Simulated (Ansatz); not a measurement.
`N=[CH][SnH3]` + HBr → `[Br][SnH3]` + `C=N` at 700 K and 1 bar (ligand exchange at the Sn–C bond).

Calculated with Ansatz (gas phase, PBE0-D4/def2-TZVP geometries, no zero-point term in ΔE). CCSD(T)/CBS adds triple-zeta CCSD(T) − MP2 to the extrapolated MP2 energy (def2 sets, frozen cores). This one scheme is used for every species. Elements past krypton have def2 core potentials. For Br, Sn outer-core shells are correlated without core-valence functions, which leaves a few kJ/mol of doubt a bond. Scalar relativity is left out up to krypton. One conformer a species, not always the lowest.

```csv
species,CCSD(T)/CBS energy (Eh),H − E (kJ/mol),S (J/(mol·K))
`N=[CH][SnH3]`,-309.72288,192.2,406.7
HBr,-2573.91920,36.5,223.7
`[Br][SnH3]`,-2789.16986,98.8,350.6
`C=N`,-94.52360,135.6,268.6
```

H − E and S are ideal-gas, rigid-rotor, harmonic terms from PBE0-D4/def2-TZVP, for one conformer and one mirror image of each species. 1 Eh = 2625.50 kJ/mol, R = 8.31446 J/(mol·K).

Question: By hand: ΔE, ΔH, ΔS and ΔG.

Answer: ΔE = (-2789.16986) + (-94.52360) − (-309.72288) − (-2573.91920) = -0.05138 Eh = -134.9 kJ/mol. Δ(H − E) = 98.8 + 135.6 − 192.2 − 36.5 = 5.7, so ΔH = -129.2 kJ/mol. ΔS = 350.6 + 268.6 − 406.7 − 223.7 = -11.2 J/(mol·K). ΔG = -129.2 − 700 × (-11.2)/1000 = -121.4 kJ/mol.

Question: By hand: the equilibrium constant, and the temperature at which ΔG would vanish if ΔH and ΔS stayed fixed.

Answer: log₁₀ K = −ΔG/(RT ln 10) = 9.1. ΔG = 0 at ΔH/ΔS = 11536 K, far beyond where these terms or the molecules hold.

The number of gas molecules stays the same, so ΔS is small and ΔH decides. A doubt of 5 kJ/mol in ΔE shifts log₁₀ K by 0.4 here. Other conformers and mirror images would add mixing entropy, several J/(mol·K) or more a flexible species. Modes under 60 cm⁻¹, often nearly free rotors, make the harmonic entropy too high. These are equilibria of isolated gas molecules and say nothing of rates. Largest T1 diagnostic: 0.014 (customary marks: 0.02 for closed shells, 0.045 for open ones).
